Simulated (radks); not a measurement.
Results of a calculation; reference values are marked as such.
Excited configurations of neutral sulfur: one electron is placed in a higher orbital outside [Ne] 3s2 3p3. The ground configuration is [Ne] 3s2 3p4. Code: a radial shooting solver on a logarithmic mesh with Libxc functionals. Model: Dirac Kohn-Sham, PBEsol, spin-unpolarised, spherical densities, point nucleus; open shells are shared between the two j in proportion to 2j + 1. Excitation = E - E(ground); binding = E(ion) - E, where the ion is the core of charge +1; n* = 1/sqrt(2 binding) in atomic units, and the quantum defect is n - n*. Eigenvalue and <r> are those of j = l + 1/2.

outer orbital  excitation (eV)  binding (eV)     n*  quantum defect  <r> (bohr)
3d                       9.816         1.917  2.664           0.336       7.745
4s                       8.083         3.651  1.930           2.070       5.803
4f                      10.834         0.899  3.890           0.110       17.59
5s                      10.015         1.719  2.813           2.187       12.56
5p                      10.419         1.314  3.217           1.783       15.68
6s                      10.736         0.998  3.693           2.307       21.96
6d                      11.176         0.557  4.942           1.058       37.43
6f                      11.287         0.446  5.523           0.477       44.80
7p                      11.175         0.558  4.937           2.063       39.35
7d                      11.327         0.406  5.788           1.212       53.53
7f                      11.397         0.336  6.360           0.640       62.86

The Delta-SCF ionisation energy is 11.733 eV (NIST Atomic Spectra Database: 10.360 eV, measured). Self-interaction in the functional shifts the binding energies and quantum defects, so they are the method's values and not measured ones. Spin polarisation and multiplet splitting are left out, so open shells lie too high by an amount that depends on their filling.

Beside tabulated values, note that spin-unpolarised runs miss the spin-polarisation part of the exchange energy of open shells.
